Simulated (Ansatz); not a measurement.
C$_{2}$H$_{5}$GaS (`[CH3][Ga]1[CH2][S]1`). The species carries charge 0 and has multiplicity 1.

```json
{"atom": "C1", "x (Å)": "-1.681", "y (Å)": "0.627", "z (Å)": "0.512"}
{"atom": "Ga2", "x (Å)": "0.108", "y (Å)": "0.087", "z (Å)": "0.010"}
{"atom": "C3", "x (Å)": "1.630", "y (Å)": "-0.933", "z (Å)": "-0.602"}
{"atom": "S4", "x (Å)": "2.153", "y (Å)": "0.817", "z (Å)": "-0.127"}
{"atom": "H5", "x (Å)": "-1.989", "y (Å)": "1.467", "z (Å)": "-0.113"}
{"atom": "H6", "x (Å)": "-2.392", "y (Å)": "-0.190", "z (Å)": "0.397"}
{"atom": "H7", "x (Å)": "-1.675", "y (Å)": "0.960", "z (Å)": "1.552"}
{"atom": "H8", "x (Å)": "2.078", "y (Å)": "-1.693", "z (Å)": "0.031"}
{"atom": "H9", "x (Å)": "1.768", "y (Å)": "-1.142", "z (Å)": "-1.659"}
```

(1) What are the harmonic wavenumbers in cm⁻¹ at PBE0-D4/def2-TZVP (Ansatz, finite differences of forces, unscaled)? (Estimate.)

(2) Is this a minimum?

(3) Give the ideal-gas thermochemistry at 298.15 K and 1 bar (rigid rotor, harmonic oscillator; point group Cs, symmetry number 1).

(4) Rotational constants (cm⁻¹)?

Results:

(1) Computed: 23, 115, 134, 382, 501, 601, 688, 717, 744, 772, 962, 989, 1232, 1420, 1445, 1449, 3067, 3116, 3156, 3171, 3197.

(2) Yes, all 21 modes are real.

(3) Zero-point energy 166.8 kJ/mol; H(298) − E = 185.9 kJ/mol; entropy 345.8 J/(mol·K), of which translation 169.6, rotation 109.3, vibration 66.8; G(298) − E = 82.8 kJ/mol. Modes under 100 cm⁻¹ are hindered rotations or soft bends, so the harmonic entropy is rough.

(4) 0.3722, 0.08284, 0.06956.
